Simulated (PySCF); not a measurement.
C11H12.
SMILES: `C=C1C=CC=C(C2CC2)C=C1`

Torsions of this conformer, `[CH2:1]=[C:2]1[CH:3]=[CH:4][CH:5]=[C:6]([CH:7]2[CH2:8][CH2:9]2)[CH:10]=[CH:11]1`: C5–C6–C7–C8 -35°.

The closed-shell ground state was solved at several levels (PySCF, density fitting, gas phase, non-relativistic). Isolated species at its PBE0-D3(BJ)/def2-SVP geometry (one conformer only).

| level | basis functions | total energy (Eh) | HOMO (eV) | LUMO (eV) | gap (eV) | dipole (D) |
| --- | --- | --- | --- | --- | --- | --- |
| B3LYP/pcJ-1 | 417 | -426.3259 | -5.15 | -1.92 | 3.23 | 1.58 |
| PBE0/def2-SVPD | 316 | -425.5048 | -5.36 | -1.81 | 3.55 | 1.60 |
| PBE0/pcSseg-1 | 247 | -425.7314 | -5.36 | -1.79 | 3.57 | 1.54 |

Question: Estimate the row for CAM-B3LYP/pcSseg-1, a basis of 247 functions; the other rows only guide the guess.

Answer: Total energy -425.9977 Eh, HOMO -6.44 eV, LUMO -0.69 eV, gap 5.75 eV, dipole 1.44 D.

Question: Over all these levels, which gives the widest orbital gap and which the narrowest?

Answer: CAM-B3LYP/pcSseg-1 (range-separated hybrid) has the widest, 5.75 eV, and B3LYP/pcJ-1 (global hybrid, 20 % exact exchange) the narrowest, 3.23 eV. Functional and basis both differ between the two, so the spread mixes both effects.

Question: How far do the dipole and the HOMO energy spread over the levels?

Answer: The dipole runs from 1.44 to 1.60 D (mean 1.54 D) and the HOMO from -6.44 to -5.15 eV.
